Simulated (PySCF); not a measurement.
H6BN3 (SMILES NB(N)N), singlet, at a GFN2-xTB geometry. Base run: DF-CAMB3LYP/cc-pVDZ (PySCF).

PySCF was given this input:
```python
from pyscf import gto, scf, dft

mol = gto.Mole()
mol.atom = '''
    B     0.000084    0.000121   -0.000047
    N     1.256687   -0.376705   -0.534286
    H     1.862821   -1.040228   -0.091353
    H     1.660593    0.057151   -1.342027
    N    -0.472633   -0.602930    1.192296
    H     0.005575   -1.357157    1.646954
    H    -1.387980   -0.431700    1.562533
    N    -0.784558    0.978882   -0.657943
    H    -1.664703    1.302395   -0.305048
    H    -0.473198    1.474198   -1.471290
'''
mol.basis = 'cc-pvdz'
mol.charge = 0
mol.spin = 0
mol.verbose = 4
mol.max_memory = 1800
mol.build()

mf = dft.RKS(mol)
mf.xc = 'camb3lyp'
mf = mf.density_fit(auxbasis='def2-universal-jkfit')
mf.kernel()
```

All variants below ran on the same shared machine, one core each. Differences are taken from the largest basis of the cc-pVXZ family in the series, which isn't the basis-set limit (cc-pVQZ: -192.851604 Eh). The cheapest run took very roughly 8 core-seconds.

```
setting  basis functions  cost, times the cheapest (rough)  difference in total energy (mEh)
-------  ---------------  --------------------------------  --------------------------------
cc-pVDZ               86                                 1                            102.61
cc-pVTZ              204                                 3                             19.24
cc-pVQZ              400                                 6                         reference
```

Times come from a shared machine, hold the start-up and are rough. Total energies converge more slowly with the basis than energy differences do.
